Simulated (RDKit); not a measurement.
RDKit input (MMFF94):

```python
from rdkit import Chem
from rdkit.Chem import AllChem, rdDetermineBonds

mol = Chem.MolFromXYZFile('mol.xyz')
rdDetermineBonds.DetermineBonds(mol, charge=0)
print('SMILES', Chem.MolToSmiles(Chem.RemoveHs(mol)))
ff = AllChem.MMFFGetMoleculeForceField(mol, AllChem.MMFFGetMoleculeProperties(mol))
e0 = ff.CalcEnergy()
flag = ff.Minimize(maxIts=5000, forceTol=1e-5)
print(f'energy {e0:.4f} -> {ff.CalcEnergy():.4f} kcal/mol, converged: {flag == 0}')
print(Chem.MolToXYZBlock(mol))
```
mol.xyz:
```
3

Ge    -0.00794673     0.00413188     0.72662065
Cl     1.09912663     1.29182120    -0.67930737
Cl    -1.08416808    -1.29959887    -0.68844914
```

From its output:

```
Traceback (most recent call last):
  File "input.py", line 5, in <module>
ValueError: Final molecular charge (0) does not match input (-2); could not find valid bond ordering
```

The program stopped with an error.

The geometry given is a B3LYP-D3(BJ)/def2-TZVP minimum.
